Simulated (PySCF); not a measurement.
**Ionisation energy of Sn¹⁵⁺ by level of theory**

Sn¹⁵⁺ [Ar] 3d10 4s2 4p5 [4p1/2^2 4p3/2^3, M_J = 3/2] → Sn¹⁶⁺ [Ar] 3d10 4s2 4p4 [4p1/2^2 4p3/2^2, M_J = 2], as a difference of total energies. Calculation: PySCF 2.14, in an uncontracted even-tempered set (18 s from 0.75 bohr⁻², ratio 2.8; 14 p from 0.97 bohr⁻², ratio 2.8; 9 d from 1.7 bohr⁻², ratio 2.8; 4 f from 6.7 bohr⁻², ratio 3); the two-component X2C-1e Hamiltonian. Correlated levels: [Ne] frozen; the 80 highest virtual spinors dropped. "Screened" scales the spin-orbit matrix elements by Boettger's factors to mimic the two-electron term; Breit and QED terms are absent.

```
                    method  ionisation energy (eV)
 GHF (screened spin-orbit)                  406.17
GMP2 (screened spin-orbit)                  407.35
```

**Question.** How much does correlation contribute at GMP2 (screened spin-orbit)?

**Answer.** 407.35 − (406.17) = 1.18 eV, measured against GHF (screened spin-orbit).

Breit and QED terms and the two-electron picture change are absent.

The labels give the starting determinants; with spin-orbit coupling the two ends relaxed to ⟨J²⟩ = 3.75, ⟨L²⟩ = 2.02, ⟨S²⟩ = 0.76 and ⟨J²⟩ = 6.01, ⟨L²⟩ = 2.82, ⟨S²⟩ = 1.61.

For comparison: 407 ± 3 eV (theoretical estimate listed by NIST; NIST Atomic Spectra Database, ionization energies).
